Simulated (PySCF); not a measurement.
CH₅AlO₂S, SMILES C[O][Al]([OH])[SH].

Coordinates come from a r2SCAN-D4/def2-SVP optimisation. The structure was generated by enumeration; whether it is a known compound was not checked. Other conformers were not sampled.

The numbers are results of CAM-B3LYP/def2-TZVP (PySCF), not measurements.

Isolated molecule, no solvent.

Problem. Estimate the frontier levels, gap, dipole moment and polarisability. (The exact figures need the calculation; the answer reports its results.)

Solution. 
```
Property                                                                                                       Result
---------------------------------------------------------------------------------------------  ----------------------
highest occupied level                                                                                       -8.92 eV
lowest empty level                                                                                            0.47 eV
orbital gap                                                                                                   9.39 eV
dipole moment                                                                                               0.307 e·Å
quadrupole, principal values (traceless, Buckingham form, about the centre of nuclear charge)  -1.78, -0.48, 2.25 D·Å
mean static polarisability                                                                       59.8 bohr³ (8.86 Å³)
polarisability, principal values                                                               48.9, 61.7, 68.8 bohr³
```
